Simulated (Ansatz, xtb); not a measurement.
Breaking the Si1–F2 bond in BrFSi (SMILES F[Si]Br) (multiplicity 1 held, fragments rigid). Energies count from the point at 1.609 Å.
Geometry at that point (charge 0, multiplicity 1):
```xyz
3

Si     0.53911     0.71882     1.00579
F      0.96837     1.87310    -0.03033
Br    -0.46466    -0.76918    -0.39452
```

Restricted levels (R-, RO-) in cc, def2 and unpolarised 6-31G sets keep to the state of the molecule at rest. Unrestricted levels (U-) break spin symmetry where that is lower. Left out are points that failed, MP2 points that dive below the minimum, coupled-cluster points behind a jump of the amplitudes or a sharp parting from full CI or MRCI, small-basis points behind a change of solution, and semi-empirical points at long bonds. Levels need not reach the same state.

Correlated levels freeze the cores. Filled d and f shells under p-block atoms count as core.

The values were computed with Ansatz (Gaussian basis) for Hartree–Fock, density functionals and correlated methods; xtb for the GFN methods. Each number belongs to the level named beside it. The GFN methods have no spin term and hold the electronic entropy of 300 K.

Energies in eV.

| R (Å) | GFN2-xTB | U-HF/def2-SVP | R-MP2/def2-SVP | R-SCS-MP2/def2-SVP | R-CCSDT/def2-SVP |
|---|---|---|---|---|---|
| 1.288 | 4.07 | 3.47 | 3.80 | [?] | 3.81 |
| 1.448 | 0.59 | 0.62 | 0.76 | 0.75 | 0.76 |
| 1.609 | 0.00 | 0.00 | 0.00 | 0.00 | 0.00 |
| 1.770 | 0.20 | 0.35 | 0.25 | 0.24 | 0.23 |
| 1.931 | 0.60 | 1.07 | 0.90 | [?] | 0.86 |
| 2.173 | 1.26 | 2.32 | 2.07 | 2.06 | 2.00 |
| 2.414 | 1.92 | 3.47 | 3.18 | 3.14 | 3.04 |
| 2.816 | 2.86 | 4.12 | 4.65 | 4.60 | 4.37 |
| 3.219 | 3.48 | 4.23 | 5.74 | [?] | 5.20 |
| 3.702 | left out | 4.27 | 6.67 | 6.58 | 5.65 |
| 4.345 | left out | 4.28 | 7.42 | 7.30 | 5.80 |
| 5.150 | 4.17 | 4.29 | 7.69 | 7.51 | 5.81 |

Q: Complete the blanks.

A: 
- 1.931, R-SCS-MP2/def2-SVP: 0.89
- 3.219, R-SCS-MP2/def2-SVP: 5.67
- 1.288, R-SCS-MP2/def2-SVP: 3.79

Doubts at one or more of the structures used: a spin-contaminated determinant (U-HF/def2-SVP); a restricted determinant that unrestricted orbitals would lower (R-MP2/def2-SVP, R-SCS-MP2/def2-SVP, R-CCSDT/def2-SVP); T1 above 0.05 (R-CCSDT/def2-SVP); other coupled-cluster roots lie near (R-CCSDT/def2-SVP).

Ansatz is a first-principles code.
